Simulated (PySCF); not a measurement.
F2Ni, SMILES [F][Ni+][F] (connectivity only; charge and spin as stated), charge +1, multiplicity 4.

The structure is a stationary point at PBE-D3(BJ)/def2-TZVP. The spin state was assumed, not searched.

Calculation: PBE-D3(BJ)/def2-TZVP (PySCF).

Frequencies are harmonic and unscaled.

Modes within 1.5 cm⁻¹ of each other (mostly degenerate sets) share a row, with their intensities summed.

Computed normal modes with their intensities:
```json
[
 {"mode": "1–2", "ν (cm⁻¹)": "131", "IR (km/mol)": "42.2", "moving atoms (share of kinetic energy)": "F 61 %, Ni 39 %"},
 {"mode": "3", "ν (cm⁻¹)": "647", "IR (km/mol)": "0.0", "moving atoms (share of kinetic energy)": "F 100 %"},
 {"mode": "4", "ν (cm⁻¹)": "823", "IR (km/mol)": "44.7", "moving atoms (share of kinetic energy)": "F 61 %, Ni 39 %"}
]
```
